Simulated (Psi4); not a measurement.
Psi4 input (wB97X-D/6-311+G**):

```
memory 1500 MB

molecule {
0 2
C    -0.00000000   -0.00000000   -1.23960500
N     0.00000000    0.00000000    0.00000000
C     0.00000000    0.00000000    1.23960500
symmetry c1
no_reorient
no_com
}

set {
  basis 6-311+G**
  reference uks
  scf_type pk
  dft_radial_points 99
  dft_spherical_points 590
  e_convergence 1e-8
  d_convergence 1e-7
  maxiter 150
}

e = energy('wb97x-d')
print_out(f'\nFINAL {e:.10f} DIPOLE {variable("CURRENT DIPOLE")[0]:.6f} {variable("CURRENT DIPOLE")[1]:.6f} {variable("CURRENT DIPOLE")[2]:.6f}\n')
```

From the output:

```
  HONO-1 :    9  A 1.9909062
  HONO-0 :   10  A 1.0000000
  LUNO+0 :   11  A 0.0090938
  LUNO+1 :   12  A 0.0005318
  LUNO+2 :   13  A 0.0004448
  LUNO+3 :   14  A 0.0003819

Computation Completed

Properties will be evaluated at   0.000000,   0.000000,   0.000000 [a0]

Properties computed using the SCF density matrix

 Multipole Moments:

 ------------------------------------------------------------------------------------
     Multipole            Electronic (a.u.)      Nuclear  (a.u.)        Total (a.u.)
 ------------------------------------------------------------------------------------

 L = 1.  Multiply by 2.5417464519 to convert [e a0] to [Debye]
 Dipole X            :          0.0000000            0.0000000            0.0000000
 Dipole Y            :          0.0000000            0.0000000            0.0000000
 Dipole Z            :         -0.0000000            0.0000000           -0.0000000
 Magnitude           :                                                    0.0000000

 ------------------------------------------------------------------------------------

FINAL -130.7313624062 DIPOLE 0.000000 0.000000 -0.000000

*** Psi4 exiting successfully. Buy a developer a beer!
```

The geometry given is a B3LYP-D3(BJ)/def2-TZVP minimum.
